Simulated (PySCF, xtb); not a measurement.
Al(F)(H)(NHMe) (CH5AlFN), SMILES [F][AlH][NH]C. One conformer was computed; it need not be the lowest.

Harmonic wavenumbers (cm⁻¹) from GFN2-xTB run with xtb at its own minimum, in rising order: 95, 96, 191, 228, 476, 487, 629, 669, 830, 1011, 1106, 1112, 1308, 1413, 1487, 1496, 1942, 2927, 2948, 3001, 3343.

Q: What does PySCF with r2SCAN-D4/def2-SVP give at its own minimum? (Estimate from the structure and the level; the computed values follow.)

A: 127, 145, 186, 300, 484, 572, 663, 722, 878, 1072, 1136, 1154, 1382, 1447, 1465, 1499, 1994, 2984, 3050, 3104, 3574. Paired by order, the mean absolute difference is 57 cm⁻¹ and the zero-point energies are 38.3 and 39.9 kcal/mol.
